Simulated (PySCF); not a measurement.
Job file and geometry (Å, from GFN2-xTB) of an NMR shielding run on C3H13BOP2, GIAO PBE0/pcSseg-1 NMR shielding, non-relativistic, gas phase (PySCF); density fitting, a coarse starting grid and PySCF grid level 2 are the driver's defaults:

```
$ OMP_NUM_THREADS=1 python probes_run.py task.json out

{"job": {"kind": "nmr", "xc": "PBE0", "basis": "pcSseg-1"}, "charge": 0, "multiplicity": 1}
C      2.419970    -0.608408     0.062344
C      2.081533     0.872025     0.178965
O      1.006159     1.211562    -0.671730
B     -0.276636     1.012161    -0.398779
C     -1.344353     1.341717    -1.522906
P     -0.887112     0.253819     1.277161
P     -1.998602    -1.992265     0.232969
H      1.556322    -1.203292     0.357804
H      3.256024    -0.853005     0.711906
H      2.675398    -0.853638    -0.965742
H      2.931978     1.489362    -0.128808
H      1.825188     1.111923     1.220182
H     -2.049993     2.102283    -1.193720
H     -1.933574     0.451023    -1.744289
H     -0.886359     1.684402    -2.446829
H     -2.154776     0.808956     1.255592
H     -0.387064     1.253608     2.118291
H     -2.434630    -2.272960     1.515482
H     -0.798134    -2.656959     0.423633
H     -2.606489    -3.141638    -0.284561
```

Question: Write the output of this run.

Answer: 
```
coarse grid: 16744 points
cycle   1  E = -904.2192928561  dE =  4.735e-01  |g| = 6.343e-01  |ddm| = 3.776e+00
cycle   2  E = -904.1333211103  dE =  8.597e-02  |g| = 9.315e-01  |ddm| = 1.393e+00
cycle   3  E = -904.3004883724  dE = -1.672e-01  |g| = 1.310e-01  |ddm| = 9.268e-01
cycle   4  E = -904.3038502224  dE = -3.362e-03  |g| = 3.460e-02  |ddm| = 1.323e-01
cycle   5  E = -904.3041201037  dE = -2.699e-04  |g| = 5.619e-03  |ddm| = 3.319e-02
cycle   6  E = -904.3041278610  dE = -7.757e-06  |g| = 2.376e-03  |ddm| = 1.190e-02
final grid: 149728 points
cycle   7  E = -904.3545147601  dE = -4.314e-05  |g| = 1.157e-02  |ddm| = 3.702e-02
cycle   8  E = -904.3544906797  dE =  2.408e-05  |g| = 1.629e-02  |ddm| = 2.159e-02
cycle   9  E = -904.3545433112  dE = -5.263e-05  |g| = 1.879e-03  |ddm| = 1.230e-02
cycle  10  E = -904.3545440716  dE = -7.604e-07  |g| = 1.719e-04  |ddm| = 2.026e-03
cycle  11  E = -904.3545440780  dE = -6.393e-09  |g| = 6.201e-05  |ddm| = 3.070e-04
cycle  12  E = -904.3545440790  dE = -1.025e-09  |g| = 1.832e-05  |ddm| = 1.064e-04
cycle  13  E = -904.3545440791  dE = -8.617e-11  |g| = 3.765e-06  |ddm| = 2.290e-05
converged SCF energy = -904.3545440791

GIAO shielding tensors (ppm)
atom      isotropic    diamagn.    paramagn.     s11        s22        s33       span
  0 C      166.667     250.056     -83.389    146.555    169.201    184.245     37.690
  1 C      119.347     245.257    -125.910     89.819    102.807    165.415     75.595
  2 O      106.907     394.681    -287.775    -89.194     82.019    327.895    417.089
  3 B       44.119     195.279    -151.160     -2.643     39.933     95.068     97.711
  4 C      170.822     253.595     -82.773    151.724    165.346    195.395     43.671
  5 P      562.509     969.634    -407.125    526.646    566.115    594.766     68.120
  6 P      592.224     966.242    -374.018    558.367    601.083    617.222     58.854
  7 H       30.090      32.334      -2.244     24.555     30.349     35.367     10.813
  8 H       30.754      28.588       2.166     27.027     27.310     37.925     10.898
  9 H       30.229      30.001       0.228     27.210     27.828     35.649      8.439
 10 H       27.321      28.244      -0.924     22.617     26.858     32.487      9.870
 11 H       27.647      31.534      -3.887     24.205     28.076     30.661      6.456
 12 H       31.021      30.394       0.627     27.182     29.568     36.312      9.130
 13 H       30.377      31.296      -0.920     26.597     30.085     34.449      7.851
 14 H       31.133      30.922       0.211     26.751     29.058     37.591     10.841
 15 H       30.215      33.351      -3.136     26.264     28.652     35.728      9.464
 16 H       28.991      31.945      -2.954     23.309     26.618     37.044     13.735
 17 H       29.825      30.887      -1.063     25.239     28.214     36.021     10.782
 18 H       29.905      30.526      -0.622     25.582     28.908     35.223      9.641
 19 H       29.292      28.913       0.379     23.672     24.262     39.941     16.269
```

Size and cost of the density-fitted run: 198 basis functions, 34 s wall time on 1 thread of an Arm Neoverse V2, shared host; peak memory 0.89 GiB.
